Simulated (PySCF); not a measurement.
PySCF input for Sn(F)(Cl)(NH2)2 (ClFH₄N₂Sn), SMILES [NH2][Sn]([NH2])([F])[Cl], PBE-D3(BJ)/def2-SVP. Coordinates come from a PBE-D3(BJ)/def2-SVP optimisation. The structure was generated by enumeration; whether it is a known compound was not checked. The def2 effective core potentials stand for the cores of Sn; spin–orbit coupling is left out. The values are those of a single conformer.

```python
import numpy as np
from pyscf import gto, scf, dft, df
from pyscf.hessian import thermo

mol = gto.M(
    atom='''
    N    -1.73631963   -1.26178919   -0.30247827
    Sn   -0.03235553   -0.20950603    0.10780705
    N     1.63498180   -1.33742614   -0.24128566
    F    -0.24754879    0.29475545    1.99138403
    Cl    0.27901497    1.81289615   -1.09023875
    H    -1.86563132   -1.32761069   -1.32296947
    H    -2.54807302   -0.74188634    0.06265003
    H     1.76459356   -2.01134063    0.52785714
    H     2.46093671   -0.72138748   -0.23994033
    ''',
    basis='def2-SVP',
    ecp={'Sn': 'def2-svp'},
    charge=0,
    spin=0,
    max_memory=1600,
    verbose=3,
)
mf = dft.RKS(mol, xc='pbe').density_fit(auxbasis='def2-universal-jkfit')
mf.disp = 'd3bj'
mf.grids.level = 3
mf.conv_tol = 1e-11
mf.max_cycle = 100
mf.kernel()

# analytic Hessian; the response equations are solved on a coarser grid
h, args, fine = mf.Hessian(), (mf.mo_energy, mf.mo_coeff, mf.mo_occ), mf.grids
h.max_memory = max(150, 2.5e-5 * df.make_auxmol(mol, mf.with_df.auxbasis).nao * mol.nelec[0] * (mol.nelec[0] + mol.nao))  # MB; small integral blocks
h1ao = h.make_h1(mf.mo_coeff, mf.mo_occ)
mf.grids = dft.Grids(mol).set(level=1).build(with_non0tab=True)
mo1, mo_e1 = h.solve_mo1(*args, h1ao)
mf.grids = fine
hess = h.hess_elec(*args, mo1, mo_e1, h1ao) + h.hess_nuc()
if mf.do_disp():
    hess += h.get_dispersion()
for i in range(mol.natm):  # the analytic DFT Hessian lacks the response of the grid: restore translational invariance
    hess[i, i] -= hess[i].sum(axis=0)
hess = (hess + hess.transpose(1, 0, 3, 2)) / 2
vib = thermo.harmonic_analysis(mol, hess, imaginary_freq=False)
thermo.dump_normal_mode(mol, vib)
th = thermo.thermo(mf, vib['freq_au'][vib['freq_au'] > 0], 298.15, 101325)
thermo.dump_thermo(mol, th)
g0 = mf.nuc_grad_method().set(verbose=0).kernel()

# dipole derivatives [dipole axis, atom, xyz] from the same response
r, irp = mol.intor('int1e_r'), mol.intor('int1e_irp').reshape(3, 3, mol.nao, mol.nao)
sl, dm0, ok = mol.aoslice_by_atom(), np.array(mf.make_rdm1()), []
dmu = np.einsum('a,xt->xat', mol.atom_charges(), np.eye(3))
for a, (_, _, p0, p1) in enumerate(sl):
    dmu[:, a] += 2 * np.einsum('xtij,ij->xt', irp[:, :, :, p0:p1], dm0.reshape(-1, mol.nao, mol.nao).sum(0)[:, p0:p1])
    for u, c, occ, f in [(mo1, mf.mo_coeff, mf.mo_occ, 4)]:
        dmu[:, a] -= f * np.einsum('tui,xuv,vi->xt', u[a], r, c[:, occ > 0], optimize=True)
L = vib['norm_mode']
ir = 974.8801 * (np.einsum('xat,kat->kx', dmu, L) ** 2).sum(1)       # km/mol
apt = np.einsum('xax->a', dmu) / 3
print('mode   freq/cm-1   IR/(km/mol)')
for k, w in enumerate(vib['freq_wavenumber']):
    print(f'{k + 1:4d} {w:11.2f} {ir[k]:13.3f}')
print('max |gradient| / (hartree/bohr):', abs(g0).max())
print('APT charges:', apt.round(4))
```

Log of the run:

```
converged SCF energy = -885.611548573507

WARN: DFTD3 does not support analytical Hessian, using finite difference


WARN: Mole.unit (angstrom) is changed to Bohr

Mode                                 0                   1                   2
Irrep
Freq [cm^-1]                       90.6404            100.2594            113.5970
Reduced mass [au]                   1.5329              1.8192              3.8665
Force const [Dyne/A]                0.0074              0.0108              0.0294
Char temp [K]                     130.4114            144.2510            163.4408
Normal mode                   x     y     z       x     y     z       x     y     z
       0   N                -0.03  0.05 -0.02    0.05 -0.08  0.03    0.00 -0.07  0.09
       1  Sn                 0.01  0.00  0.01    0.00  0.00 -0.00   -0.02  0.00  0.00
       2   N                 0.04  0.06  0.01   -0.03 -0.03 -0.06    0.02  0.10 -0.09
       3   F                -0.04 -0.07  0.02   -0.04  0.09 -0.03   -0.04 -0.01  0.00
       4  Cl                -0.00 -0.03 -0.04    0.01  0.01  0.04    0.09 -0.01  0.00
       5   H                -0.31  0.52 -0.01   -0.08  0.06  0.04   -0.04 -0.13  0.10
       6   H                 0.06 -0.13  0.44    0.05 -0.21  0.22   -0.01 -0.09  0.10
       7   H                -0.04 -0.07 -0.10   -0.27 -0.35 -0.30    0.20  0.17 -0.05
       8   H                 0.04  0.06  0.18    0.05 -0.14  0.33   -0.04  0.19 -0.25
Mode                                 3                   4                   5
Irrep
Freq [cm^-1]                      138.9591            158.8874            164.4690
Reduced mass [au]                   4.5979              6.3579              5.9983
Force const [Dyne/A]                0.0523              0.0946              0.0956
Char temp [K]                     199.9312            228.6036            236.6343
Normal mode                   x     y     z       x     y     z       x     y     z
       0   N                -0.06  0.03  0.11   -0.05  0.08 -0.07    0.01 -0.06 -0.05
       1  Sn                 0.01 -0.02 -0.04    0.00 -0.03  0.01   -0.04 -0.00 -0.01
       2   N                 0.05 -0.01  0.10    0.05  0.07 -0.07    0.02  0.07  0.07
       3   F                -0.01  0.03 -0.05    0.01  0.12 -0.03    0.15  0.01  0.01
       4  Cl                -0.01  0.04  0.05   -0.01 -0.03  0.03    0.03 -0.00  0.01
       5   H                -0.20  0.04  0.12    0.01  0.14 -0.09   -0.01  0.05 -0.06
       6   H                 0.01  0.06  0.22   -0.02  0.14 -0.11   -0.02 -0.15  0.02
       7   H                 0.07  0.13  0.22    0.13  0.01 -0.13   -0.08 -0.03  0.01
       8   H                 0.01  0.04  0.02    0.00  0.14 -0.04    0.01  0.09  0.29
Mode                                 6                   7                   8
Irrep
Freq [cm^-1]                      218.0514            356.8759            533.1747
Reduced mass [au]                   1.4751             33.6393              6.4161
Force const [Dyne/A]                0.0413              2.5242              1.0746
Char temp [K]                     313.7275            513.4649            767.1197
Normal mode                   x     y     z       x     y     z       x     y     z
       0   N                 0.05 -0.05 -0.08    0.02  0.02  0.00   -0.12 -0.10 -0.02
       1  Sn                -0.00  0.00  0.01    0.00  0.04 -0.02   -0.00  0.02 -0.00
       2   N                -0.05 -0.07  0.00   -0.02  0.01  0.01    0.14 -0.11 -0.06
       3   F                 0.01  0.05 -0.00    0.00 -0.01 -0.01   -0.01  0.01  0.04
       4  Cl                -0.00  0.01  0.01   -0.02 -0.13  0.07    0.00 -0.01  0.00
       5   H                -0.13  0.33 -0.08    0.01 -0.01  0.01   -0.05  0.10 -0.05
       6   H                 0.05 -0.30  0.27    0.01 -0.00  0.01   -0.05  0.09 -0.09
       7   H                 0.18  0.24  0.24   -0.01  0.03  0.02    0.06  0.09  0.14
       8   H                -0.07 -0.04 -0.45   -0.00 -0.01 -0.05    0.05  0.03  0.17
Mode                                 9                  10                  11
Irrep
Freq [cm^-1]                      555.2189            603.0542            666.3855
Reduced mass [au]                   4.3316             19.4041              1.3389
Force const [Dyne/A]                0.7867              4.1577              0.3503
Char temp [K]                     798.8364            867.6607            958.7804
Normal mode                   x     y     z       x     y     z       x     y     z
       0   N                -0.13 -0.12 -0.01    0.02  0.02  0.00   -0.03 -0.00 -0.02
       1  Sn                 0.03  0.00 -0.00    0.00 -0.01 -0.03    0.02 -0.01  0.00
       2   N                -0.10  0.08  0.06   -0.02  0.01  0.01   -0.09  0.02 -0.06
       3   F                 0.00 -0.00 -0.00   -0.02  0.05  0.20   -0.00  0.00  0.00
       4  Cl                 0.00  0.00  0.00   -0.00 -0.00  0.00   -0.00 -0.00 -0.00
       5   H                -0.03  0.18 -0.06   -0.00 -0.04  0.01   -0.06 -0.11 -0.00
       6   H                -0.01  0.18 -0.13    0.02  0.01  0.01   -0.10 -0.13  0.02
       7   H                -0.01 -0.12 -0.15   -0.00 -0.02 -0.02   -0.27  0.41  0.34
       8   H                 0.01 -0.08 -0.21   -0.00 -0.01 -0.05   -0.29  0.31  0.39
Mode                                12                  13                  14
Irrep
Freq [cm^-1]                      673.2437            862.2065            867.1445
Reduced mass [au]                   1.2272              1.0976              1.0986
Force const [Dyne/A]                0.3277              0.4808              0.4867
Char temp [K]                     968.6479           1240.5232           1247.6279
Normal mode                   x     y     z       x     y     z       x     y     z
       0   N                -0.08  0.04 -0.06    0.01 -0.01 -0.04    0.03 -0.03 -0.04
       1  Sn                 0.01  0.01  0.00   -0.00 -0.00  0.01   -0.00  0.01  0.00
       2   N                 0.02  0.00  0.02    0.02  0.05 -0.03   -0.03 -0.04  0.02
       3   F                 0.00  0.00  0.00    0.00  0.00 -0.00    0.00 -0.00  0.00
       4  Cl                -0.00 -0.00 -0.00    0.00 -0.00 -0.00   -0.00  0.00 -0.00
       5   H                -0.29 -0.55  0.03   -0.35 -0.25  0.02   -0.43 -0.25  0.03
       6   H                -0.30 -0.49  0.14    0.28  0.30  0.12    0.36  0.39  0.13
       7   H                 0.10 -0.14 -0.12   -0.41  0.22  0.20    0.34 -0.15 -0.15
       8   H                 0.06 -0.06 -0.12    0.34 -0.39 -0.12   -0.29  0.32  0.12
Mode                                15                  16                  17
Irrep
Freq [cm^-1]                     1481.2449           1485.4322           3400.4192
Reduced mass [au]                   1.0912              1.0888              1.0501
Force const [Dyne/A]                1.4106              1.4155              7.1536
Char temp [K]                    2131.1817           2137.2062           4892.4461
Normal mode                   x     y     z       x     y     z       x     y     z
       0   N                 0.01 -0.00  0.00    0.07 -0.00  0.03    0.04 -0.02  0.03
       1  Sn                -0.00  0.00  0.00   -0.00 -0.00  0.00   -0.00 -0.00  0.00
       2   N                 0.07 -0.02  0.03   -0.01  0.00 -0.01    0.02 -0.00  0.01
       3   F                -0.00  0.00 -0.00   -0.00  0.00  0.00   -0.00  0.00 -0.00
       4  Cl                -0.00 -0.00 -0.00   -0.00  0.00  0.00   -0.00 -0.00 -0.00
       5   H                -0.12  0.03  0.01   -0.62  0.22  0.08   -0.06 -0.07 -0.62
       6   H                -0.04 -0.00 -0.10   -0.30 -0.07 -0.59   -0.49  0.30  0.25
       7   H                -0.63 -0.20 -0.05    0.10  0.04  0.01   -0.03  0.20 -0.21
       8   H                -0.29  0.42 -0.43    0.06 -0.08  0.07   -0.22 -0.17  0.01
Mode                                18                  19                  20
Irrep
Freq [cm^-1]                     3401.0940           3500.9198           3503.5162
Reduced mass [au]                   1.0502              1.0926              1.0929
Force const [Dyne/A]                7.1572              7.8897              7.9037
Char temp [K]                    4893.4170           5037.0441           5040.7798
Normal mode                   x     y     z       x     y     z       x     y     z
       0   N                -0.02  0.01 -0.01   -0.03  0.03  0.06    0.00 -0.00 -0.00
       1  Sn                -0.00  0.00  0.00   -0.00  0.00  0.00    0.00  0.00 -0.00
       2   N                 0.04 -0.01  0.03    0.00  0.00 -0.00    0.03  0.06 -0.03
       3   F                -0.00  0.00  0.00   -0.00 -0.00 -0.00   -0.00  0.00  0.00
       4  Cl                 0.00  0.00 -0.00   -0.00  0.00  0.00    0.00 -0.00  0.00
       5   H                 0.03  0.03  0.28   -0.09 -0.05 -0.67    0.00  0.00  0.02
       6   H                 0.22 -0.14 -0.11    0.54 -0.34 -0.24   -0.02  0.01  0.01
       7   H                -0.06  0.44 -0.46    0.00 -0.01  0.01    0.09 -0.43  0.49
       8   H                -0.48 -0.37  0.03   -0.01 -0.01 -0.00   -0.56 -0.41  0.00
temperature 298.1500 [K]
pressure 101325.00 [Pa]
Rotational constants [GHz] 2.64691 1.67271 1.60867
Symmetry number 1
Zero-point energy (ZPE) 0.05211 [Eh]   136821.652 [J/mol]
                           tot       elec      trans        rot        vib
Entropy [J/mol/K]       393.078      0.000    175.145    118.001     99.932
Cv [J/mol/K]            113.963      0.000     12.472     12.472     89.020
Cp [J/mol/K]            122.277      0.000     20.786     12.472     89.020
Internal energy [J/mol]                      3718.434   3718.434 152369.291
Internal energy [Eh]   -885.55068  -885.61155
Enthalpy [J/mol]                             6197.391   3718.434 152369.291
Enthalpy [Eh]          -885.54974
Gibbs free energy [J/mol]                  -46022.145 -31463.423 122574.561
Gibbs free energy [Eh] -885.59438
mode   freq/cm-1   IR/(km/mol)
   1       90.64        22.488
   2      100.26        19.528
   3      113.60         2.134
   4      138.96         1.344
   5      158.89        11.800
   6      164.47        37.408
   7      218.05        17.506
   8      356.88        43.871
   9      533.17        77.011
  10      555.22        89.632
  11      603.05        70.492
  12      666.39        52.324
  13      673.24        73.053
  14      862.21        15.904
  15      867.14        14.154
  16     1481.24        16.131
  17     1485.43         7.864
  18     3400.42        31.853
  19     3401.09        10.805
  20     3500.92        16.616
  21     3503.52        17.981
max |gradient| / (hartree/bohr): 0.00011732988229412627
APT charges: [-0.6015  1.8243 -0.6092 -0.614  -0.5577  0.1384  0.1414  0.1378  0.1404]
```

The run converged.

Cost: very roughly 2.1 core-minutes.
